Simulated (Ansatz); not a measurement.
A series at Al: from `[OH][Al]([OH])[OH]`, ligands are replaced one by one, each step taking up H₂S and setting free H₂O; n counts the steps. Ansatz, PBE0-D4/def2-TZVP geometries. Each molecule was computed in one conformer, which needn't be the lowest.

CBS adds triple-zeta CCSD(T) − MP2 to the MP2 limit, frozen cores; atoms without spin–orbit coupling. 

```tsv
n	molecule	atomization energy, CCSD(T)/CBS (kJ/mol)
0	`[OH][Al]([OH])[OH]`	2814.1
1	`[OH][Al]([OH])[SH]`	?
2	`[OH][Al]([SH])[SH]`	2351.5
3	`[SH][Al]([SH])[SH]`	2122.6
```

By hand: fit a straight line y = ȳ + b (n − n̄) to the 3 given rows and predict n = 1.

n̄ = 1.667, ȳ = 2429.40; Σ(n − n̄)(y − ȳ) = -1076.20, Σ(n − n̄)² = 4.667, so b = -230.60 kJ/mol a step. Prediction: 2429.40 + (-230.60) × (-0.667) = 2583.2 kJ/mol.

By hand: compare with the computed value, 2580.7 kJ/mol, and give the steps along the whole series.

The line misses by -2.5 kJ/mol (computed minus predicted). Steps: -233.4, -229.2, -228.9 kJ/mol.

The steps differ by at most 4.5 kJ/mol, 2.0 % of a mean step, so the ligands' effects nearly add and a line is close. The miss is 0.4 % of the series' range. The energies themselves are unsure by some kJ/mol a bond, though much of that is common to the series.
